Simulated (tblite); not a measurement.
C7H7BrO3.
Numbering: `[CH3:1][O:2][c:3]1[c:4]([CH3:5])[cH:6][o:7][c:8]1[C:9](=[O:10])[Br:11]` (hydrogens: H12, H13, H14 on C1; H15, H16, H17 on C5; H18 on C6)

Computed with GFN2-xTB (tblite), gas phase: L-BFGS steps from a force-field or distance-geometry start until the largest atomic force falls under 0.01 eV/Å.

Step 0: E = -947.5307 eV
```
atom  x, y, z in Å  |  force x, y, z in eV/Å
C1     -1.9741   -0.9156   -0.6683   -1.058   0.030   0.083
O2     -1.3157   -0.5963    0.5410    0.112  -0.250  -0.034
C3     -0.1574    0.0723    0.3231   -0.916   0.178   0.364
C4      1.1350   -0.4724    0.2272    0.680  -0.184   0.058
C5      1.5149   -1.9093    0.3407    0.171  -0.054  -0.229
C6      1.9644    0.6014    0.0450   -0.177   1.035  -0.026
O7      1.2673    1.7666    0.0332    0.062  -0.749   0.181
C8     -0.0513    1.4536    0.2256    0.941   0.569  -0.333
C9     -1.0367    2.4928    0.2730   -3.230  -0.541   0.152
O10    -2.2615    2.3540    0.3407    2.734  -0.089  -0.147
Br11   -0.4367    4.3148    0.2137    0.527   0.089  -0.032
H12    -2.9040   -1.4567   -0.4159    0.434   0.265   0.097
H13    -1.3709   -1.5600   -1.2890    0.332  -0.202  -0.312
H14    -2.2559   -0.0064   -1.2175    0.105  -0.108   0.048
H15     1.0781   -2.3530    1.2315   -0.129   0.027  -0.038
H16     2.6002   -2.0257    0.4002   -0.196   0.122  -0.058
H17     1.1580   -2.4550   -0.5386    0.031   0.009   0.191
H18     3.0378    0.7010   -0.0773   -0.424  -0.146   0.034
```

Step 1: E = -947.5782 eV
```
atom  x, y, z in Å  |  force x, y, z in eV/Å
C1     -1.9892   -0.9151   -0.6671   -0.066  -0.095  -0.142
O2     -1.3141   -0.5998    0.5405   -0.317  -0.322  -0.017
C3     -0.1705    0.0748    0.3283    0.414   0.359   0.131
C4      1.1447   -0.4751    0.2280   -0.062   0.458   0.055
C5      1.5173   -1.9100    0.3374    0.068  -0.042  -0.015
C6      1.9618    0.6162    0.0447   -0.126  -0.097   0.075
O7      1.2682    1.7559    0.0358    0.067   0.254   0.070
C8     -0.0379    1.4617    0.2209   -0.195   0.146  -0.125
C9     -1.0829    2.4851    0.2752    3.799  -0.264  -0.260
O10    -2.2225    2.3528    0.3386   -3.782  -0.822   0.228
Br11   -0.4292    4.3161    0.2132    0.560   0.323  -0.035
H12    -2.8978   -1.4529   -0.4145   -0.030   0.016   0.200
H13    -1.3662   -1.5628   -1.2935    0.006   0.061  -0.065
H14    -2.2544   -0.0079   -1.2169    0.019   0.003  -0.016
H15     1.0763   -2.3527    1.2310   -0.075   0.060  -0.108
H16     2.5974   -2.0239    0.3994   -0.026   0.064  -0.051
H17     1.1584   -2.4548   -0.5359   -0.002  -0.050   0.066
H18     3.0317    0.6989   -0.0768   -0.250  -0.053   0.010
```

**Question.** Estimate the geometry and energy of step 2. (The exact step hangs on the optimiser's Hessian estimate; all steps are aligned on step 1, rigid shifts and turns removed.)

**Answer.** E = -947.6644 eV, largest force 0.598 eV/Å
```
atom  x, y, z in Å  |  force x, y, z in eV/Å
C1     -1.9915   -0.9158   -0.6680    0.049  -0.070  -0.153
O2     -1.3163   -0.6027    0.5403   -0.066  -0.178  -0.044
C3     -0.1689    0.0778    0.3299    0.151   0.090   0.141
C4      1.1454   -0.4719    0.2285   -0.140   0.235   0.085
C5      1.5181   -1.9104    0.3369    0.006   0.063   0.003
C6      1.9606    0.6173    0.0452   -0.056  -0.032   0.066
O7      1.2688    1.7565    0.0366    0.109   0.303   0.048
C8     -0.0377    1.4638    0.2193   -0.040   0.025  -0.111
C9     -1.0598    2.4821    0.2735   -0.520  -0.294  -0.021
O10    -2.2463    2.3464    0.3400    0.428  -0.331  -0.014
Br11   -0.4241    4.3187    0.2129    0.451   0.092  -0.027
H12    -2.8973   -1.4523   -0.4128   -0.092  -0.018   0.198
H13    -1.3656   -1.5627   -1.2945   -0.026   0.070  -0.049
H14    -2.2541   -0.0081   -1.2169    0.002   0.016  -0.016
H15     1.0755   -2.3522    1.2301   -0.068   0.064  -0.106
H16     2.5969   -2.0233    0.3989    0.014   0.056  -0.047
H17     1.1585   -2.4552   -0.5351   -0.008  -0.048   0.043
H18     3.0291    0.6983   -0.0767   -0.193  -0.043   0.003
```

The energy changes by -0.0862 eV. The first-order estimate −F·Δx gives -0.1960 eV and the mean of the old and new forces, exact on a quadratic surface, -0.0916 eV. The step makes an angle of 8° with the force vector and moves no atom by more than 0.025 Å.

What follows is the cost of the whole relaxation. On Arm Neoverse V1, one thread, no GPU (shared host), this took 1.1 s.
